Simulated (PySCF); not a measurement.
## Radial density of Mo³⁵⁺ (molybdenum, charge +35)

M06-2X, [He] 2s2 2p3, high-spin 4S determinant. Computed with PySCF 2.14 in an uncontracted even-tempered set (17 s from 13 bohr⁻², ratio 2.2; 10 p from 17 bohr⁻², ratio 2.2; 6 d from 68 bohr⁻², ratio 2.4; 5 f from 100 bohr⁻², ratio 2.4; 4 g from 150 bohr⁻², ratio 2.4), with the non-relativistic Hamiltonian (point nucleus).

```tsv
r (bohr)	4πr²ρ (e/bohr)	4πr²(ρα − ρβ)
0.000648	0.2563	-0.0001
0.00109	0.6988	-0.0003
0.00183	1.857	-0.0007
0.00308	4.731	-0.0013
0.00518	11.22	0.0014
0.00872	23.56	0.0378
0.0147	40.43	0.3019
0.0247	49.83	1.6890
0.0415	38.61	6.9021
0.0698	29.56	17.7948
0.117	36.56	21.7421
0.197	15.86	7.7282
0.332	0.8025	0.3467
0.559	0.001470	0.0005
```

A non-relativistic calculation at this Z misses sizeable relativistic shifts. Spin-orbit coupling is strong in this species (close to jj coupling), so the high-spin LS determinant is a model state, not a physical level.
